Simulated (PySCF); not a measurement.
Isomers of C3H6Si. Isolated molecules, 0 K electronic values unless said otherwise. One relaxed conformer stands for each flexible species; it need not be the lowest. Strings in code marks are SMILES.

Computed with PBE-D3(BJ)/def2-TZVP // B3LYP-D3(BJ)/def2-TZVP run with PySCF 2.14.0. All candidates: neutral, multiplicity 1. 

```
Quantity         Result
-------------  --------
LUMO           -2.48 eV
HOMO           -5.29 eV
HOMO–LUMO gap   2.81 eV
```

Question: Identify which member has these values.
(A) `C=C[SiH]=C` (C–C–Si–C torsion 14°)
(B) `[SiH3]C1=CC1`
(C) `C=C1C[SiH2]1`
(D) `C[Si]1=CC1`

Answer: A, `C=C[SiH]=C` (C–C–Si–C torsion 14°). The others give `[SiH3]C1=CC1`: -1.57 eV, -6.23 eV, 4.66 eV; `C=C1C[SiH2]1`: -1.56 eV, -6.15 eV, 4.59 eV; `C[Si]1=CC1`: -1.35 eV, -4.64 eV, 3.29 eV
